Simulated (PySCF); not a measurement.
A GIAO shielding run with PySCF 2.14 (density fitting, non-relativistic, gas phase) on `N[Si@H](F)NCC1CCC1`, C₅H₁₃FN₂Si:

```
$ OMP_NUM_THREADS=1 python probes_run.py task.json out

{"job": {"kind": "nmr", "xc": "PBE0", "basis": "pcSseg-1"}, "charge": 0, "multiplicity": 1}
N     -2.796506    -0.977530    -0.949027
Si    -2.812435     0.240640     0.269609
F     -3.773358     1.366765    -0.362795
N     -1.328053     1.037575     0.553870
C     -0.153258     0.411783     1.107615
C      0.733071    -0.230733     0.044860
C      2.055145    -0.855153     0.526654
C      2.807711    -0.077112    -0.563380
C      1.533718     0.731077    -0.853213
H     -2.238469    -1.805780    -0.827946
H     -3.663094    -1.207913    -1.408029
H     -3.381342    -0.128281     1.559035
H     -1.087249     1.794713    -0.068554
H     -0.480724    -0.351719     1.817531
H      0.427400     1.161300     1.659567
H      0.128104    -0.925542    -0.540049
H      2.319884    -0.539969     1.534302
H      2.120001    -1.939790     0.469923
H      3.666956     0.498178    -0.225227
H      3.112517    -0.703727    -1.398870
H      1.225657     0.778192    -1.895426
H      1.573914     1.742411    -0.451299
```

Hardware: 1 thread of an Arm Neoverse N1, shared host. The job also computes population analyses, field gradients, ring-centre shieldings.

**Question.** How large is the calculation?

**Answer.** 80 electrons, 225 basis functions and 1179 auxiliary functions.

**Question.** How long does it take, and how much memory does it need?

**Answer.** 77 s of wall time, with 13 SCF cycles and 4 response iterations; peak memory 1.1 GiB. Times on a shared host scatter by some tens of per cent.
